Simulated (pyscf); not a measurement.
Structures and frequencies: ωB97X-D3(BJ)/def2-SVP in PySCF.

SMILES: Cl[Si](Cl)(Cl)O[SiH2]O
```xyz
10

O     -0.1030     1.1875     1.8871
Si     0.4220     1.0767     0.3224
O     -0.5400    -0.0170    -0.5213
Si    -1.4119    -1.3111    -0.0842
Cl    -1.4366    -2.6779    -1.5820
Cl    -0.5432    -2.1628     1.5725
Cl    -3.3163    -0.7968     0.3957
H     -0.0002     0.4079     2.4450
H      0.2473     2.4039    -0.2991
H      1.8158     0.5716     0.2333
```

What is the homolytic dissociation enthalpy (298 K, ωB97M-D3(BJ)/def2-TZVP) of the O–Si bond of HO–SiH₂–O–Si(Cl)(Cl)–Cl, to HO–SiH₂• + •O–Si(Cl)(Cl)–Cl?

O–Si to HO–SiH₂• + •O–Si(Cl)(Cl)–Cl: 584.5 kJ/mol. The 7 functionals that were run give +533.6 (PBE) to +591.3 kJ/mol (M06-2X). Other isomers of HO–SiH₂•, •O–Si(Cl)(Cl)–Cl were not searched in full and may lie lower.
